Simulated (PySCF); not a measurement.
# Cobalt: a sound run and one with changed settings

Sound run: Co⁺ [Ar] 3d8, Co²⁺ [Ar] 3d7. Computed with PySCF 2.14 in jorge-DZP-DKH, with the spin-free X2C one-electron Hamiltonian (Gaussian nucleus). In the sound run the correlated levels freeze [Ar]. The sound run starts from symmetry-adapted Hartree-Fock orbitals and uses a fine grid where one is needed.

Changed run: initial guess atom, at most 50 SCF cycles, level shift 0.1 hartree.

| species | method | sound run (hartree) | changed run (hartree) | converged |
| --- | --- | --- | --- | --- |
| Co⁺ | UHF | -1391.37073 | -1391.37073 | yes |
| Co⁺ | PBE | -1392.51299 | -1392.51299 | yes |
| Co⁺ | PBE0 | -1392.52114 | -1392.52114 | yes |
| Co⁺ | MP2 | -1391.55433 | -1391.54690 | yes |
| Co²⁺ | UHF | -1390.85400 | -1390.78646 | yes |
| Co²⁺ | PBE | -1391.87927 | -1391.87927 | yes |
| Co²⁺ | PBE0 | -1391.90493 | -1391.85193 | yes |
| Co²⁺ | MP2 | -1390.96520 | -1390.90008 | yes |

Ionisation energy of Co⁺:

```csv
method,sound run (eV),changed run (eV)
UHF,14.061,15.899
PBE,17.244,17.244
PBE0,16.768,18.210
MP2,16.031,17.601
SCS-MP2,15.916,17.554
```

The plain start fixes occupations by D2h representation alone, and Co²⁺ at UHF, Co²⁺ at PBE0 landed in another state (other ⟨L²⟩ or ⟨S²⟩). A level shift leaves the converged SCF energy unchanged but raises the virtual orbital energies, which shrinks MP2 if it is not removed.

For comparison, NIST gives 17.084 eV between the lowest levels.
